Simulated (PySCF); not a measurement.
C₃H₆O, SMILES C=C(C)O.

Coordinates come from a PBE0-D3(BJ)/def2-SVP optimisation. One conformer was computed; it need not be the lowest.

Two levels are set side by side: TDA-PBE/def2-SVPD (PySCF) and TDA-CAM-B3LYP/def2-SVPD (PySCF). Vertical, same geometry. The lowest singlet is HOMO→LUMO+1 100 % with PBE and HOMO→LUMO 94 % with the other functional; states are paired by order. Differences are taken from unrounded values.

```
quantity                               TDA-CAM-B3LYP  TDA-PBE  TDA-PBE minus TDA-CAM-B3LYP
-------------------------------------  -------------  -------  ---------------------------
lowest singlet excitation (eV)                  5.86     5.23                        -0.62
lowest triplet excitation (TDA) (eV)            4.27     4.32                         0.05
first bright state (f over 0.05) (eV)           7.14     6.75                        -0.39
its oscillator strength                         0.41     0.29                        -0.11
```

Functionals without exact exchange tend to place singlet excitations lower, as here. Differences between two approximate levels are no errors against the true value.

Rough cost on one machine, each run with all the roots and properties that it gave: TDA-CAM-B3LYP against TDA-PBE about 3 times.
